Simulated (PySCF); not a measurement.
**Electron correlation in Cr⁺ (chromium, charge +1)**

[Ar] 3d4 4p1, one real determinant (an excited configuration). All numbers are calculated (PySCF 2.14, scalar relativity by spin-free X2C-1e, in aug-cc-pVDZ-DK). Frozen: [Ar]; 5 electrons correlated.

| level | correlation energy (mhartree) |
| --- | --- |
| CCSD | -45.72 |
| (T) | -0.65 |
| CCSD(T) | -46.37 |

Diagnostics: T1 = 0.0085, D1 = 0.0167, largest double amplitude 0.049.

The real determinant used has ⟨L²⟩ near 8 against 12 for a pure F term, so it mixes terms.

Cost of the coupled-cluster step: roughly 2.7 core-seconds, for 5 correlated electrons.

Iterations:

```
CC2 = 0
CCSD nocc = (np.int64(5), np.int64(0)), nmo = (50, 50)
frozen orbitals [[0, 1, 2, 3, 4, 5, 6, 7, 8], [0, 1, 2, 3, 4, 5, 6, 7, 8]]
max_cycle = 100
direct = 0
conv_tol = 1e-08
conv_tol_normt = 1e-06
diis_space = 8
diis_start_cycle = 0
Init t2, MP2 energy = -0.0389311369011813
Init E_corr(UCCSD) = -0.0389311369174003
cycle = 1  E_corr(UCCSD) = -0.044022014295204  dE = -0.00509087738  norm(t1,t2) = 0.0235906
cycle = 2  E_corr(UCCSD) = -0.0450041324296909  dE = -0.000982118134  norm(t1,t2) = 0.0104928
cycle = 3  E_corr(UCCSD) = -0.0455648623561899  dE = -0.000560729926  norm(t1,t2) = 0.0062162
cycle = 4  E_corr(UCCSD) = -0.0455305506923014  dE = 3.43116639e-05  norm(t1,t2) = 0.00293612
cycle = 5  E_corr(UCCSD) = -0.045591202099317  dE = -6.0651407e-05  norm(t1,t2) = 0.0021636
cycle = 6  E_corr(UCCSD) = -0.0456013153854238  dE = -1.01132861e-05  norm(t1,t2) = 0.00185359
cycle = 7  E_corr(UCCSD) = -0.0456457105946323  dE = -4.43952092e-05  norm(t1,t2) = 0.00163537
cycle = 8  E_corr(UCCSD) = -0.0457021399370819  dE = -5.64293424e-05  norm(t1,t2) = 0.000963318
cycle = 9  E_corr(UCCSD) = -0.0457035293719438  dE = -1.38943486e-06  norm(t1,t2) = 0.00120386
cycle = 10  E_corr(UCCSD) = -0.0457140219236336  dE = -1.04925517e-05  norm(t1,t2) = 0.000755912
cycle = 11  E_corr(UCCSD) = -0.0457143124120258  dE = -2.90488392e-07  norm(t1,t2) = 0.000194925
cycle = 12  E_corr(UCCSD) = -0.0457161322719547  dE = -1.81985993e-06  norm(t1,t2) = 8.71685e-05
cycle = 13  E_corr(UCCSD) = -0.0457167914636116  dE = -6.59191657e-07  norm(t1,t2) = 5.46497e-05
cycle = 14  E_corr(UCCSD) = -0.045716541188762  dE = 2.5027485e-07  norm(t1,t2) = 2.68994e-05
cycle = 15  E_corr(UCCSD) = -0.0457166548447905  dE = -1.13656028e-07  norm(t1,t2) = 3.65506e-05
cycle = 16  E_corr(UCCSD) = -0.0457165153759139  dE = 1.39468877e-07  norm(t1,t2) = 2.29141e-05
cycle = 17  E_corr(UCCSD) = -0.0457164124985634  dE = 1.0287735e-07  norm(t1,t2) = 5.24768e-06
cycle = 18  E_corr(UCCSD) = -0.0457164010948845  dE = 1.14036789e-08  norm(t1,t2) = 4.32298e-06
cycle = 19  E_corr(UCCSD) = -0.0457163900047156  dE = 1.10901689e-08  norm(t1,t2) = 7.32502e-06
cycle = 20  E_corr(UCCSD) = -0.0457163686460794  dE = 2.13586363e-08  norm(t1,t2) = 3.17741e-06
cycle = 21  E_corr(UCCSD) = -0.0457163410011929  dE = 2.76448865e-08  norm(t1,t2) = 2.89321e-06
cycle = 22  E_corr(UCCSD) = -0.0457162799674717  dE = 6.10337212e-08  norm(t1,t2) = 2.6226e-06
cycle = 23  E_corr(UCCSD) = -0.0457161931787036  dE = 8.67887681e-08  norm(t1,t2) = 2.07135e-06
cycle = 24  E_corr(UCCSD) = -0.0457161677054794  dE = 2.54732242e-08  norm(t1,t2) = 1.3749e-06
cycle = 25  E_corr(UCCSD) = -0.0457161614710984  dE = 6.23438105e-09  norm(t1,t2) = 1.84282e-06
cycle = 26  E_corr(UCCSD) = -0.0457161439274245  dE = 1.75436739e-08  norm(t1,t2) = 1.0655e-06
cycle = 27  E_corr(UCCSD) = -0.0457161404761523  dE = 3.45127218e-09  norm(t1,t2) = 4.88972e-07
UCCSD converged
E(UCCSD) = -1049.296727086429  E_corr = -0.04571614047615231
UCCSD(T) correction = -0.00064701116181721
```

The reference is one real determinant that mixes LS terms of this configuration.
